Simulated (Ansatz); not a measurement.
Relaxation of CH₇BSn (10 atoms, charge 0, multiplicity 1), to a largest force component of 0.02 eV/Å in at most 50 steps.

Computed with RKS r2SCAN-D4/def2-SVP (Ansatz 0.2.0).

```xyz
10
Properties=species:S:1:pos:R:3
C -1.086 0.937 -0.681
B -0.203 -0.300 -0.754
Sn 1.090 -0.801 0.942
H -2.120 0.679 -0.799
H -0.869 1.663 -1.540
H -0.999 1.521 0.275
H -0.177 -0.984 -1.709
H 2.828 -0.788 0.415
H 0.917 0.408 2.262
H 0.702 -2.386 1.593
```

Problem. Where does it end, and by what steps?

Solution. It converged. The force dipped under the threshold on the way, but the program's further checks kept it going. After 20 steps the energy has fallen by 0.261 eV; H4 moved furthest, 0.48 Å.

```json
{"step": "0", "energy less start (eV)": "0.0000", "largest force component (eV/Å)": "2.212", "accepted": "yes"}
{"step": "1", "energy less start (eV)": "-0.1476", "largest force component (eV/Å)": "1.289", "accepted": "yes"}
{"step": "2", "energy less start (eV)": "-0.2426", "largest force component (eV/Å)": "0.316", "accepted": "yes"}
{"step": "3", "energy less start (eV)": "-0.2489", "largest force component (eV/Å)": "0.167", "accepted": "yes"}
{"step": "4", "energy less start (eV)": "-0.2533", "largest force component (eV/Å)": "0.032", "accepted": "yes"}
{"step": "5", "energy less start (eV)": "-0.2542", "largest force component (eV/Å)": "0.035", "accepted": "yes"}
{"step": "6", "energy less start (eV)": "-0.2543", "largest force component (eV/Å)": "0.040", "accepted": "yes"}
{"step": "7", "energy less start (eV)": "-0.2544", "largest force component (eV/Å)": "0.005", "accepted": "yes"}
{"step": "8", "energy less start (eV)": "-0.2546", "largest force component (eV/Å)": "0.042", "accepted": "yes"}
{"step": "9", "energy less start (eV)": "-0.2546", "largest force component (eV/Å)": "0.085", "accepted": "yes"}
{"step": "10", "energy less start (eV)": "-0.2546", "largest force component (eV/Å)": "0.152", "accepted": "no"}
{"step": "11", "energy less start (eV)": "-0.2552", "largest force component (eV/Å)": "0.074", "accepted": "yes"}
{"step": "12", "energy less start (eV)": "-0.2556", "largest force component (eV/Å)": "0.107", "accepted": "yes"}
{"step": "13", "energy less start (eV)": "-0.2563", "largest force component (eV/Å)": "0.194", "accepted": "yes"}
{"step": "14", "energy less start (eV)": "-0.2595", "largest force component (eV/Å)": "0.060", "accepted": "yes"}
{"step": "15", "energy less start (eV)": "-0.2609", "largest force component (eV/Å)": "0.017", "accepted": "yes"}
{"step": "16", "energy less start (eV)": "-0.2606", "largest force component (eV/Å)": "0.085", "accepted": "no"}
{"step": "17", "energy less start (eV)": "-0.2610", "largest force component (eV/Å)": "0.022", "accepted": "yes"}
{"step": "18", "energy less start (eV)": "-0.2605", "largest force component (eV/Å)": "0.039", "accepted": "no"}
{"step": "19", "energy less start (eV)": "-0.2611", "largest force component (eV/Å)": "0.022", "accepted": "yes"}
{"step": "20", "energy less start (eV)": "-0.2612", "largest force component (eV/Å)": "0.006", "accepted": "yes"}
```

```xyz
10
Properties=species:S:1:pos:R:3
C -1.200 0.953 -0.686
B -0.289 -0.303 -0.687
Sn 1.179 -0.782 0.966
H -2.141 0.840 -1.249
H -0.594 1.675 -1.282
H -1.384 1.438 0.284
H -0.294 -1.041 -1.649
H 2.794 -0.880 0.387
H 1.172 0.363 2.250
H 0.840 -2.315 1.668
```

Whether the end is a true minimum wasn't checked by a vibrational analysis.

Run time: 29 s on 2 threads of Intel(R) Xeon(R) Platinum 8488C (Sapphire Rapids), with other jobs on the host, peak memory 0.16 GiB.
